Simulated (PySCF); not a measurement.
`Cc1ccccc1C(=O)[SiH3]`, C8H10OSi

Geometry (Å), atoms numbered from 1 in this order:
```xyz
20

C    -0.8533    2.2750   -0.1609
C    -0.7744    0.7868   -0.0086
C    -1.9576    0.0443    0.0673
C    -1.9549   -1.3420    0.2034
C    -0.7481   -2.0344    0.2691
C     0.4390   -1.3170    0.2014
C     0.4521    0.0788    0.0644
C     1.7713    0.7624   -0.0032
O     1.8896    1.9617   -0.1664
Si    3.4374   -0.2434    0.1470
H    -0.3317    2.6149   -1.0666
H    -0.3539    2.7914    0.6720
H    -1.9028    2.5981   -0.2050
H    -2.9114    0.5760    0.0151
H    -2.9028   -1.8831    0.2576
H    -0.7328   -3.1211    0.3738
H     1.3869   -1.8600    0.2562
H     3.6175   -1.1324   -1.0432
H     4.5250    0.7714    0.1933
H     3.4856   -1.0972    1.3748
```

Computed with quadratic response CAM-B3LYP/aug-cc-pVDZ first hyperpolarisability, Taylor convention, gas phase in PySCF 2.14.0. Geometry: PBE0-D3(BJ)/def2-SVP.

Problem. Give β for the processes computed.

Solution. In au, Taylor convention; the vector part is βᵢ = ⅓ Σⱼ (βᵢⱼⱼ + βⱼᵢⱼ + βⱼⱼᵢ); β∥ is 3/5 of the vector part along the dipole, the dipole points from − to +:
```
                   process  λ (nm)  β vector norm     β∥  β HRS  depolarisation ratio
           static β(0;0,0)       ∞          625.8  149.8  244.1                  6.29
second harmonic β(−2ω;ω,ω)    1907          676.5  168.0  264.0                  6.29
         Pockels β(−ω;ω,0)    1907          641.9  155.5      –                     –
second harmonic β(−2ω;ω,ω)    1064          817.8  220.2  319.4                  6.29
         Pockels β(−ω;ω,0)    1064          680.3  169.4      –                     –
```

Problem. Which lowest excitations, dipole and polarisabilities go with it?

Solution. S1 3.17 eV (f = 0.001); S2 4.73 eV (f = 0.055); S3 5.21 eV (f = 0.227); dipole 2.74 D; isotropic α 128.3 au static, 128.8 au at 1907 nm, 130.1 au at 1064 nm, 130.5 au at 953.5 nm, 136.3 au at 532 nm.
